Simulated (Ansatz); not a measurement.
`NB(F)Br` + `CC(C)Br` → `NB(Br)Br` + `CC(C)F`  (formal exchange of groups at a B–F bond)

Isolated molecules relaxed with PBE0-D4/def2-TZVP in Ansatz; ΔE leaves out vibrations. CCSD(T)/CBS is the MP2 limit (def2-TZVPP, def2-QZVPP) plus CCSD(T) − MP2 in def2-TZVPP, frozen cores. Functionals use def2-TZVPP. B3LYP here is the variant with VWN-RPA as its local correlation; programs differ in this. For Br outer-core shells are correlated without core-valence functions, which leaves a few kJ/mol of doubt a bond. Scalar relativity is left out up to krypton. Each species was taken in one conformer, which may not be the lowest.

`NB(F)Br`:

```xyz
6

N     0.160   -0.688    0.369
B    -0.143    0.428   -0.394
F    -0.472    0.311   -1.673
Br   -0.097    2.198    0.375
H     0.412   -0.632    1.339
H     0.140   -1.617   -0.017
```

`CC(C)Br`:

Cartesian coordinates in Å:
```
C -0.726 -0.704 -0.808
C 0.462 0.072 -0.294
C 0.199 0.786 1.009
Br 1.985 -1.156 -0.063
H -0.500 -1.211 -1.746
H -1.047 -1.452 -0.079
H -1.560 -0.015 -0.980
H 0.822 0.770 -1.050
H -0.618 1.501 0.870
H -0.096 0.079 1.787
H 1.079 1.330 1.353
```

`NB(Br)Br`:

```xyz
6

N     0.172    0.809    0.093
B    -0.114   -0.533   -0.061
Br   -1.604   -1.314    0.868
Br    0.978   -1.625   -1.206
H     0.943    1.252   -0.377
H    -0.375    1.412    0.683
```

`CC(C)F`:

Cartesian coordinates in Å:
```
C 1.029 -0.650 -0.421
C 0.086 -0.016 0.571
C -1.138 0.599 -0.058
F 0.779 0.987 1.252
H 1.916 -1.035 0.085
H 0.537 -1.480 -0.934
H 1.343 0.082 -1.169
H -0.208 -0.748 1.332
H -0.849 1.346 -0.802
H -1.757 1.082 0.699
H -1.736 -0.169 -0.554
```

```tsv
level	ΔE (kJ/mol)
B3LYP-D4	78.6
B2PLYP	80.0
r2SCANh	76.7
CAM-B3LYP	77.0
HF/def2-SVP	73.0
CCSD(T)/def2-SVP	75.5
SCS-MP2/def2-QZVPP	82.4
CCSD/CBS(def2)	79.7
```

(1) What does CCSD(T)/CBS give? (Estimate.)

Largest T1 diagnostic among the species: 0.010.

Answers

(1) Ansatz gave: +79.5 kJ/mol. The listed levels differ from it by -0.9, 0.5, -2.8, -2.5, -6.5, -4.0, 2.9, 0.2 kJ/mol.

At CCSD(T), def2-SVP lies −4.0 kJ/mol from the extrapolated value and def2-TZVPP +1.4 kJ/mol. Leaving LDA and LC-ωPBE aside and taking each functional with its dispersion term where it has one, the values, not all of them listed here, spread over 7.2 kJ/mol, from PBE-D4 to B2PLYP.
